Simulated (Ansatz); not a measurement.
Basis-set extrapolation for `CC(C)[SiH2]O` (PBE0-D4/def2-TZVP geometry, frozen core, Ansatz 0.2.0). Multiplicity 1, RHF reference.

|  | def2-TZVPP | def2-QZVPP |
| --- | --- | --- |
| HF | -483.364885 | -483.383589 |
| MP2 correlation | -0.902049 | -0.964441 |
| CCSD(T) correlation | -0.990985 | not run |

Energies in hartree. Use E(X) = E(∞) + A·exp(−7.88·√X) for Hartree–Fock and E(X) = E(∞) + B·X^(−2.97) for correlation, with X = 3 and 4, and add CCSD(T) minus MP2 of the smaller set to the MP2 limit.

Task: What is the CCSD(T) energy at the basis-set limit?

Result: HF limit: -483.383589 + (-0.018704) × 0.13774 = -483.38617. MP2 limit: -0.964441 + (-0.062392) × 0.74074 = -1.01066. Higher-order term: -0.990985 − (-0.902049) = -0.08894. Total: -484.48577 hartree, 3.53 eV below CCSD(T)/def2-TZVPP.
